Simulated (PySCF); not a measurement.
# Bond curve of LiHg⁻

Set-up: PySCF, scalar-relativistic core potentials, basis sets Li def2-SVPD, Hg def2-SVPD with ECP60. Energies in eV from Li⁻ + Hg in their ground configurations at the same level. State: ¹Σ⁺ (singlet), closed shell.

```json
{"R (Å)": "3.379", "PBE": "-0.1812", "RHF-CCSD": ""}
{"R (Å)": "3.536", "PBE": "-0.1890", "RHF-CCSD": "0.0263"}
{"R (Å)": "3.693", "PBE": "-0.1917", "RHF-CCSD": "0.0077"}
{"R (Å)": "3.811", "PBE": "-0.1914", "RHF-CCSD": "-0.0030"}
{"R (Å)": "3.929", "PBE": "-0.1895", "RHF-CCSD": "-0.0115"}
{"R (Å)": "4.047", "PBE": "-0.1865", "RHF-CCSD": "-0.0182"}
{"R (Å)": "4.204", "PBE": "-0.1812", "RHF-CCSD": "-0.0249"}
{"R (Å)": "4.401", "PBE": "-0.1731", "RHF-CCSD": "-0.0305"}
{"R (Å)": "4.636", "PBE": "-0.1622", "RHF-CCSD": "-0.0343"}
{"R (Å)": "4.950", "PBE": "-0.1470", "RHF-CCSD": ""}
```

**Question.** Put a parabola through the three lowest points of the PBE curve and estimate Re, k and ωe (reduced mass 6.78 u; 1 eV/Å² = 0.16022 mdyn/Å; ωe = 1302.8·√(k/μ) cm⁻¹).

**Answer.** Through R = 3.536, 3.693, 3.811 Å the second-order coefficient is 0.0718 eV/Å², so Re ≈ 3.734 Å, k ≈ 0.0230 mdyn/Å and ωe ≈ 76 cm⁻¹. A polynomial fit of higher order to the unrounded PBE energies gives Re = 3.728 Å, k = 0.0210 mdyn/Å, ωe = 72.5 cm⁻¹; anharmonicity and rounding make the difference.

The higher-order fit for each curve: PBE: Re = 3.728 Å, ωe = 72.5 cm⁻¹, De = 0.192 eV. RHF-CCSD gives no reliable minimum on this grid.

Correlated steps freeze no core orbitals. Closed-shell solutions of metal pairs were not tested for spin polarisation, which can lower them a little. The bond is weak. Basis-set superposition, not corrected here, can be much of De in a small basis, most of all at correlated wavefunction levels. Spin–orbit coupling is left out. For an ion De counts to the pair picked by the measured ionisation energies or electron affinities, which need not be the lowest pair at this level. The highest Kohn–Sham level is positive in this anion. Much of that is self-interaction error, but it also means that the finite basis helps to hold the extra electron.
